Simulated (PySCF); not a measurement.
# Reading the logs of faulty runs: B3H4O

Calculated results; nothing here was measured. The program is PySCF 2.14.0, an open-source quantum chemistry code, run on an isolated molecule that a program drew, which may never have been made. The molecule is B3H4O (charge 0, doublet), drawn as the SMILES string `[BH]OBB`.

Each row is a Hartree-Fock (HF) and frozen-core CCSD(T) single point in the cc-pVDZ basis, meant for a local HF minimum. Run 1 is clean. Each other run has one planted mistake out of seven kinds, and not every kind appears here: one electron removed, one electron added, multiplicity raised by two, geometry at a saddle point, minimal basis STO-3G, one bond length entered in bohr, all coordinates scaled. The reference is restricted for singlets and unrestricted otherwise, and also for a bond in bohr. Adding or removing an electron swaps singlet and doublet. Electrons count all cores. HOMO and LUMO are orbital energies over both spins, the gradient is its largest component, and the lowest frequency (negative if imaginary) is given only where the gradient is small. Bond lengths are over the 7 bonds as drawn. T1 is the CCSD diagnostic: over 0.02 (restricted) or 0.045 (unrestricted) a single reference is doubtful.

Geometry of the clean run:
```xyz
8
B3H4O, angstrom
B    -0.0667    1.9847   -2.8926
O    -0.0918    0.8994   -2.4026
B    -0.0003   -0.4563   -1.2777
B     0.4374    0.0256    0.2034
H    -0.0463    3.0429   -3.3872
H    -0.3036   -1.3659   -1.9824
H     0.6661    1.1860    0.4675
H     0.5489   -0.7763    1.0989
```

| run | electrons | basis functions | <S^2> | HOMO (eV) | LUMO (eV) | gradient (hartree/bohr) | lowest frequency (cm^-1) | mean bond (Å) | longest bond (Å) | T1 | HF (hartree) | CCSD(T) (hartree) | mistake |
|---|---|---|---|---|---|---|---|---|---|---|---|---|---|
| 1 | 27 | 76 | 0.758 | -7.08 | 2.22 | 3.7e-05 | 74 | 1.3357 | 1.764 | 0.0184 | -151.20149 | -151.67568 | no fault |
| 2 | 27 | 76 | 1.372 | -6.55 | 2.34 | 2.5e-02 | - | 1.5414 | 3.057 | 0.0482 | -151.04199 | -151.49879 | one bond length entered in bohr |
| 3 | 27 | 76 | 0.757 | -7.32 | 2.38 | 2.4e-01 | - | 1.2195 | 1.611 | 0.0149 | -151.13597 | -151.59665 | all coordinates scaled |
| 4 | 27 | 76 | 3.771 | -3.87 | -2.89 | 2.3e-01 | - | 1.3357 | 1.764 | 0.0652 | -150.96533 | -151.43630 | multiplicity raised by two |
| 5 | 27 | 24 | 0.758 | -5.01 | 6.76 | 3.0e-02 | - | 1.3357 | 1.764 | 0.0215 | -149.22413 | -149.44968 | ? |
| 6 | 28 | 76 | 0.000 | 0.69 | 6.83 | 3.5e-02 | - | 1.3357 | 1.764 | 0.0240 | -151.14129 | -151.66828 | ? |

**Which mistake was planted in run 5, and what did it cost?**

It has 24 basis functions where the clean run has 76, with the same electrons and geometry. So the mistake is: minimal basis STO-3G. Subtracting run 1 and multiplying by 627.51 kcal/mol a hartree, the energy moved by 1240.8 kcal/mol in HF and 1396.8 kcal/mol in CCSD(T).

**Which mistake was planted in run 6, and what did it cost?**

It counts 28 electrons, one more than the clean run, at the same geometry and basis. So the mistake is: one electron added. Subtracting run 1 and multiplying by 627.51 kcal/mol a hartree, the energy moved by 37.8 kcal/mol in HF and 4.6 kcal/mol in CCSD(T).

Cautions from the logs. Run 2: T1 is over the limit, so its CCSD(T) energy is less reliable; run 4: T1 is over the limit, so its CCSD(T) energy is less reliable; run 6: T1 is over the limit, so its CCSD(T) energy is less reliable and the HOMO is above zero, so the electron isn't bound and the energy depends on the basis.
